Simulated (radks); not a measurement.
Question: Valence configurations of neutral zinc (all share [Ar]). Method: Dirac Kohn-Sham, PBE, spin-unpolarised, spherical densities, finite nucleus; open shells fill j = l - 1/2 first; Fermi nuclear charge, rms radius 3.9283 fm; computed with a radial shooting solver on a logarithmic mesh with Libxc functionals. Order these by energy: 3d10 4s1.5 4p0.5; 3d9.5 4s2 4p0.5; 3d9.5 4s1.5 4p1; 3d10 4p2; 3d8.5 4s1.5 4p2; 3d10 4s1 4p1; 3d8 4s2 4p2; 3d9.5 4s0.5 4p2; 3d10 4s2; 3d9 4s2 4p1.

Answer: From the lowest, in eV above it: 3d10 4s2 0.000; 3d10 4s1.5 4p0.5 2.464; 3d10 4s1 4p1 5.035; 3d9.5 4s2 4p0.5 5.196; 3d9.5 4s1.5 4p1 7.955; 3d10 4p2 10.435; 3d9 4s2 4p1 12.018; 3d9.5 4s0.5 4p2 13.714; 3d8.5 4s1.5 4p2 23.832; 3d8 4s2 4p2 30.898. NIST lists [Ar] 3d10 4s2 as the ground configuration; this level of theory agrees among the configurations tried. The energies are those of spherical spin-averaged densities, not of single terms.
